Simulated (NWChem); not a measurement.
# C$_{2}$H$_{2}$N$_{2}$O; SMILES n1ncoc1

```xyz
7

C      0.0000    -1.0460     0.2605
N      0.0000    -0.6881    -0.9758
N      0.0000     0.6881    -0.9758
C      0.0000     1.0460     0.2605
O      0.0000     0.0000     1.1056
H      0.0000    -2.0507     0.6770
H      0.0000     2.0507     0.6770
```
Atoms are numbered in this order, from 1.

Results from NWChem. Pople sets run with spherical d functions. The geometry was optimised at PBE0/def2-SVP. Isolated, static molecule.

GIAO at Hartree-Fock/6-31G*: principal shieldings of C1 are -59.6, 82.6, 121.5 ppm; an isolated tetramethylsilane molecule has σ = 199.6 ppm at the same levels.

Task: Find the isotropic 13C shift, its principal values, the span and the skew.

Result: 
1. σ(iso) = one third of the sum = 48.2 ppm.
2. δ = σ(reference) − σ = 151.4 ppm against tetramethylsilane.
3. δ11, δ22, δ33 = 259.2, 117.0, 78.1 ppm.
4. Span Ω = δ11 − δ33 = 181.1 ppm; skew κ = 3(δ22 − δ(iso))/Ω = -0.57.
